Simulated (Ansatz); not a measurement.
H₇N₂OScSi, SMILES `[NH2][Sc]([NH2])[O][SiH3]`. Charge 0, multiplicity 1. All single points use the PBE0-D4/def2-TZVP geometry. It is one conformer, not always the lowest.

```xyz
12

N    -1.608    1.170    1.584
Sc   -0.828   -0.046    0.222
N    -2.009   -1.383   -0.649
O     1.017    0.069   -0.245
Si    2.582    0.152   -0.667
H    -2.574    1.181    1.891
H    -1.125    1.893    2.102
H    -2.997   -1.517   -0.469
H    -1.742   -2.058   -1.355
H     3.462   -0.040    0.520
H     2.923   -0.899   -1.667
H     2.899    1.479   -1.268
```

What is the dipole moment at PBE/def2-TZVPP? (Best estimate.)

Ansatz gave: 1.99 D, with components (-1.92, -0.12, 0.49) D in this frame, pointing from negative to positive charge.

And with r2SCAN, B3LYP, ωB97M-V? (Best estimate.)

Computed: r2SCAN 2.00 D, B3LYP 1.91 D, ωB97M-V 1.92 D.

Give the Mulliken charges with PBE, B3LYP, ωB97M-V in def2-TZVPP. (Estimate.)

The calculation gave: 
```csv
atom,PBE,B3LYP,ωB97M-V
N1,-0.45,-0.46,-0.40
Sc2,0.80,0.92,0.85
N3,-0.45,-0.47,-0.40
O4,-0.50,-0.58,-0.56
Si5,0.30,0.37,0.28
H6,0.13,0.12,0.10
H7,0.13,0.12,0.10
H8,0.13,0.12,0.10
H9,0.14,0.13,0.10
H10,-0.08,-0.09,-0.06
H11,-0.08,-0.09,-0.06
H12,-0.08,-0.09,-0.06
```

B3LYP here is the variant with VWN-RPA as its local correlation; programs differ in this.
